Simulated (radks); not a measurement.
Mg VI, configuration [He] 2s2 2p3.

Calculated with a radial shooting solver on a logarithmic mesh with Libxc functionals: non-relativistic Kohn-Sham, PBEsol, spin-unpolarised, spherical densities, point nucleus.

Energy parts (eV):
part                      energy
total                  -5067.204
kinetic                 5060.380
electron-nucleus      -11278.614
Hartree                 1487.738
exchange-correlation    -336.708

Orbitals (lengths in bohr, moments of r in powers of bohr; r(90%) holds 90 % of the orbital's charge):
| orbital | occ. | eigenvalue (eV) | r(90%) |
|---|---|---|---|
| 1s | 2 | -1399.995 | 0.234 |
| 2s | 2 | -194.0059 | 0.978 |
| 2p | 3 | -164.0697 | 0.948 |
| 3s | 0 | -62.1955 | 2.50 |

The highest occupied level is 2p at -164.07 eV. Summed over all electrons, <r^2> = 2.209 bohr^2, which gives a Langevin (diamagnetic) susceptibility term of -1.75 x 10^-6 cm^3/mol. For comparison, the ionisation energy in NIST's Atomic Spectra Database is 186.8 eV (semi-empirical). In exact Kohn-Sham theory the highest level is minus the ionisation energy, but local and semilocal functionals leave it too shallow, through self-interaction and a potential that decays too fast; potentials with the right tail come closer. The density falls to 0.001 e/bohr^3 at r = 1.77 bohr. Virial ratio -V/T = 2.00135.

Beside tabulated values, note that spin-unpolarised runs miss the spin-polarisation part of the exchange energy of open shells.
